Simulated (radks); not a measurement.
The numbers below are computed, except where a source is named.
Question: These are the eigenvalues of the occupied orbitals of an atom or ion with whole-number occupations (eV). Code: a radial shooting solver on a logarithmic mesh with Libxc functionals. Model: non-relativistic Kohn-Sham, LDA (Slater exchange, Perdew-Wang correlation), spin-polarised, spherical densities, point nucleus.

orbital  eigenvalue
1s        -17439.14
2s        -2417.298
2p        -2220.615
3s        -430.2078
3p        -356.3040
3d        -221.1235
4s         -93.2488
4p         -72.6578

Which element is it, and in what charge state? The configuration may be excited. Open shells, if any, are filled with parallel spins first.

Answer: Z = 40, zirconium, charge +4: Zr4+ in [Kr]. The list shows which subshells hold electrons but not how many an open one holds; the 1s level, -640.88 hartree, gives Z - s = 35.8 by -(Z - s)^2/2, which with screening narrows Z to a few neighbours, and the depths of the outer levels then fix element, charge and occupations together.
